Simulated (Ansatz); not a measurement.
Consider the redistribution: `[SiH3][SiH2]SCS` + `[SiH3][CH2][GaH2]` → `[SiH3][SiH2][CH2][GaH2]` + `[SiH3]SCS`.

Program: Ansatz. Geometries: PBE0-D4/def2-TZVP. ΔE: electronic, gas phase. CCSD(T)/CBS adds triple-zeta CCSD(T) − MP2 to the extrapolated MP2 energy (def2 sets, frozen cores). For Ga outer-core shells are correlated without core-valence functions, which leaves a few kJ/mol of doubt a bond. Scalar relativity is left out up to krypton. Each species was taken in one conformer, which may not be the lowest.

**Question.** Is it downhill or uphill in electronic energy at CCSD(T)/CBS, and by how much? (Best estimate.)

**Answer.** Ansatz gave: Uphill: ΔE = +3.0 kJ/mol.

**Question.** What do these levels give: HF/def2-TZVPP, MP2/def2-TZVPP, CCSD/def2-TZVPP, HF/def2-QZVPP, MP2/def2-QZVPP, SCS-MP2/def2-QZVPP? (Best estimate.)

**Answer.** The calculation gave: HF/def2-TZVPP -3.1, MP2/def2-TZVPP 2.8, CCSD/def2-TZVPP 0.5, HF/def2-QZVPP -3.2, MP2/def2-QZVPP 3.5, SCS-MP2/def2-QZVPP 2.1 kJ/mol.

Largest T1 diagnostic among the species: 0.013.

The D4 term adds +5.6 kJ/mol with B3LYP and +3.1 kJ/mol with PBE0; it sums over pairs of atoms, weighted by their polarisabilities, and B3LYP, whose exchange is more repulsive, gets the larger term. In def2-TZVPP, CCSD(T) changes the Hartree–Fock value by +4.7 kJ/mol (the triples alone add +1.0 kJ/mol) and MP2 by +5.9 kJ/mol.

B3LYP here is the variant with VWN-RPA as its local correlation; programs differ in this.
